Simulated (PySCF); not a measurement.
Predicted microwave data (PySCF, PBE0-D3(BJ)/def2-SVP geometry optimisation, gas phase) for one isomer of C3H8GeO:

```
Rotational constants : A = 4079, B = 2388, C = 1604 MHz
Dipole components    : |μa| = 0.43 D, |μb| = 2.58 D, |μc| = 0.67 D
Inertial defect      : -20.49 u·Å²
κ                    : -0.37
```

Question: Which candidate fits, each taken in the one conformer that was computed?
A. `[CH3:1][CH2:2][C:3](=[O:4])[GeH3:5]` with C1–C2–C3–O4 130°
B. `[GeH3:1][O:2][CH:3]1[CH2:4][CH2:5]1` with Ge1–O2–C3–C4 -149°
C. `[CH2:1]=[CH:2][GeH2:3][O:4][CH3:5]` with C1–C2–Ge3–O4 -117°, C2–Ge3–O4–C5 62°
D. `[CH3:1][C@H:2]([GeH3:3])[CH:4]=[O:5]` with C1–C2–C4–O5 142°

Answer: D. It is C[C@H]([GeH3])C=O, an asymmetric top, point group C1. The candidates at the same level (rigid rotor, commonest isotopes):

```csv
SMILES,A (MHz),B (MHz),C (MHz),μa (D),μb (D),μc (D),Δ (u·Å²),point group,rotor
C[C@H]([GeH3])C=O,4079,2388,1604,0.43,2.58,0.67,-20.49,C1,asymmetric top
C=[CH][GeH2][O]C,4934,2277,1735,1.44,0.89,0.55,-33.16,C1,asymmetric top
[GeH3][O]C1CC1,11320,1478,1397,0.38,1.00,0.55,-24.68,C1,near-prolate asymmetric top
CC[C](=O)[GeH3],4431,2053,1504,0.74,2.28,0.62,-24.26,C1,asymmetric top
```

`[GeH3][O]C1CC1` has A 178 % too high; `CC[C](=O)[GeH3]` has B 14 % too low; `C=[CH][GeH2][O]C` has A 21 % too high. No structure here is proved a minimum.
